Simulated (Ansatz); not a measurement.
Molecule: BaF2, charge -1, multiplicity 2. 
Geometry from a B3LYP-D3(BJ)/def2-TZVP (Ansatz, an electronic-structure program) optimisation:
```
Ba
F 1 2.2890
F 1 2.2890 2 113.53
```
Charge -1, spin multiplicity 2.

Basis-set convergence of Hartree-Fock and CCSD(T) correlation energies (hartree) with Ansatz. Correlated levels leave the core frozen unless marked. UHF or UKS for open shells. No spin-orbit coupling. Frozen are the shells of the preceding noble gas and the d and f shells that filled before the atom's block. The outer core of K, Ca and their heavier congeners is not correlated, a term that matters for these elements. Past Kr the def2 sets carry scalar-relativistic core potentials.

| basis | functions | E(HF) | E(corr, CCSD(T)) |
|---|---|---|---|
| def2-SVPD | 79 | -223.98843 | -0.44967 |
| def2-TZVPPD | 120 | -224.24570 | -0.57184 |
| def2-QZVPPD | 192 | -224.25689 | -0.62035 |

Extrapolating the two largest sets (X = 3 and 4) as X^-3: E(corr) = (64·(-0.62035) - 27·(-0.57184))/37 = -0.6557 Eh, an estimate of the basis-set limit. The largest set recovers 94.6 % of it, the smallest 68.6 %.
